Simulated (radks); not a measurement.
Species: Cl3+. Configuration: [Ne] 3p2 4f2 (not the ground configuration).

Calculated with a radial shooting solver on a logarithmic mesh with Libxc functionals: non-relativistic Kohn-Sham, revTPSS, spin-polarised, spherical densities, point nucleus; open shells are filled with parallel spins first; meta-GGA in the generalised Kohn-Sham scheme.

Energy parts (eV):
| part | energy |
|---|---|
| total | -12332.577 |
| kinetic | 12320.821 |
| electron-nucleus | -28500.637 |
| Hartree | 4557.009 |
| exchange-correlation | -709.771 |

Orbitals (lengths in bohr, moments of r in powers of bohr; <r^-3> diverges for s and p1/2; r(90%) holds 90 % of the orbital's charge):
orbital	occ.	eigenvalue (eV)	<r^-3>	<r>	r(90%)	<r^2>
1s up	1	-2823.793	-	0.09128	0.163	0.01120
1s down	1	-2823.285	-	0.09127	0.163	0.01119
2s up	1	-322.2061	-	0.4429	0.691	0.2326
2s down	1	-321.6652	-	0.4425	0.690	0.2319
2p up	3	-261.5341	101.7	0.4044	0.670	0.2031
2p down	3	-260.7187	101.6	0.4040	0.668	0.2024
3p up	2	-60.6818	13.17	1.400	2.09	2.255
4f up	2	-13.9520	0.05351	3.597	5.27	14.55

The highest occupied level is 4f up at -13.952 eV. Summed over all electrons, <r^2> = 35.32 bohr^2, which gives a Langevin (diamagnetic) susceptibility term of -28 x 10^-6 cm^3/mol. Virial ratio -V/T = 2.00095. The electron density at the nucleus is 3205 e/bohr^3.
